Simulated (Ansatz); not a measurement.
Reaction: BH3 (borane, SMILES B) → BH3+ (parent SMILES B, doublet) + e-
Each species at its own B3LYP-D3(BJ)/def2-TZVP minimum (Ansatz, a first-principles code).

Total energies in hartree (Ansatz). UHF or UKS for unpaired electrons; spin-orbit terms are left out. Cores are frozen in correlated methods. No relativity. The spin of H3B+ (parent SMILES B, doublet) was assumed, and the state is the lowest solution found for it.

```csv
species,HF/cc-pVTZ,CCSD(T)/cc-pVTZ,HF/cc-pVQZ,CCSD(T)/cc-pVQZ,CCSDT(Q)/cc-pVQZ
"1: BH3 (borane, SMILES B)",-26.40015,-26.53772,-26.40208,-26.54506,-26.54551
"2: BH3+ (parent SMILES B, doublet)",-25.98827,-26.09372,-25.99016,-26.09994,-26.10039
```

### Question
Work out the adiabatic ionisation energy (electronic) in eV: take Hartree-Fock from cc-pVQZ, extrapolate the CCSD(T) correlation energy as X^-3 (X = 3, 4), and add CCSDT(Q) - CCSD(T) in cc-pVQZ. 1 hartree = 27.211 eV.

### Answer

Species 1: correlation (64·(-0.14298) - 27·(-0.13757))/37 = -0.14693; step -0.00045; E1 = -26.40208 + (-0.14693) + (-0.00045) = -26.54946
Species 2: correlation (64·(-0.10978) - 27·(-0.10545))/37 = -0.11294; step -0.00045; E2 = -25.99016 + (-0.11294) + (-0.00045) = -26.10355
-1·E1 +1·E2 = 0.44591 hartree = 12.13 eV.
